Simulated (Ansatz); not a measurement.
Gas-phase reaction in SMILES: CC(C)C([SiH3])[SiH3] + 4 C (CH4) → 3 CC (C2H6) [ethane] + 2 C[SiH3] [methylsilane]
Structures are relaxed separately at B3LYP-D3(BJ)/def2-TZVP in Ansatz (a program for electronic structure), one conformer each, not searched for the lowest.

Quantity: bond separation energy (electronic energy difference), in kJ/mol. Valence correlation only, unless marked. No spin-orbit coupling. Non-relativistic unless marked X2C. Basis-set limits of correlation are two-point, X^-3; Hartree-Fock from the larger set. The bracket is a focal-point correction in the basis named.

```
level                                                          program  bond separation energy (kJ/mol)
-------------------------------------------------------------  -------  -------------------------------
wB97X-V/def2-TZVPD                                              Ansatz                             17.9
SCS-MP2/STO-3G                                                  Ansatz                            -12.0
CCSD/6-31G*                                                     Ansatz                             17.6
CCSD/cc-pV(T+d)Z                                                Ansatz                             15.7
CCSD(T)/cc-pwCVTZ                                               Ansatz                             24.1
X2C-CCSD(T)/cc-pVTZ-DK                                          Ansatz                             24.2
RI-MP2/CBS(cc-pV(T+d)Z,cc-pV(Q+d)Z)+[CCSD(T)-MP2]/cc-pV(T+d)Z   Ansatz                             25.4
```
